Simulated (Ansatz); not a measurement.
```yaml
crystal:
  periodic: [false, false, false]
  atoms:
    - {symbol: C, position_ang: [-0.110442, 1.292852, -0.505648]}
    - {symbol: N, position_ang: [-0.032113, -0.068143, -0.033097]}
    - {symbol: C, position_ang: [0.797978, -0.194535, 1.140205]}
    - {symbol: Al, position_ang: [-0.861863, -1.429960, -0.806404]}
    - {symbol: H, position_ang: [-0.744069, 1.358673, -1.393178]}
    - {symbol: H, position_ang: [-0.530687, 1.962184, 0.258671]}
    - {symbol: H, position_ang: [0.881590, 1.686248, -0.770045]}
    - {symbol: H, position_ang: [0.839214, -1.233567, 1.475219]}
    - {symbol: H, position_ang: [0.415419, 0.412962, 1.972909]}
    - {symbol: H, position_ang: [1.827646, 0.137289, 0.944066]}
    - {symbol: H, position_ang: [-1.735907, -1.116420, -2.089817]}
    - {symbol: H, position_ang: [-0.669863, -2.862882, -0.158882]}
basis:
  gaussian: {orbitals: aug-cc-pVTZ, nuclear_model: gaussian}
total_charge: -1
magnetization: {spin_polarized: true, initial_magnetization: 1}
hamiltonian: {xc: {name: CAM-B3LYP}, dispersion: d3bjatm}
scf: {lower_state_search: light}
kpoints: {mp_grid: {grid: [2, 2, 2]}}
output: {forces: true}
```

```sh
$ ansatz run in.yaml --threads 2 --pin off --events-out ev --progress --plain --max-ram 32768MiB --backend cuda --devices 0, --max-vram 18GiB
```

Task: How does Ansatz answer? (Best estimate.)

Result: Ansatz gave: The program refused the input.
```
Error: invalid value for `basis.gaussian`: such a run doesn't read kpoints; remove what it names
```
